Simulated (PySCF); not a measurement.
**Technetium: a sound run and one with changed settings**

Sound run: Tc [Kr] 4d5 5s2, Tc⁺ [Kr] 4d5 5s1. All numbers are calculated (PySCF 2.14, a scalar-relativistic core potential, in cc-pVTZ-PP with ECP28MDF). In the sound run the correlated levels freeze 4s2 4p6 outside the core potential. The sound run starts from symmetry-adapted Hartree-Fock orbitals and uses a fine grid where one is needed.

Changed run: all electrons correlated in a basis built for the valence shell.

| species | method | sound run (hartree) | changed run (hartree) | converged |
| --- | --- | --- | --- | --- |
| Tc | MP2 | -79.97100 | -80.28611 | yes |
| Tc⁺ | MP2 | -79.72579 | -80.03489 | yes |

Ionisation energy of Tc:

```tsv
method	sound run (eV)	changed run (eV)
UHF	5.537	5.537
MP2	6.673	6.836
SCS-MP2	6.931	6.971
```

A valence basis has no tight correlating functions, so it recovers only part of the core correlation, and not evenly between atom and ion.

For comparison, NIST gives 7.119 eV between the lowest levels.
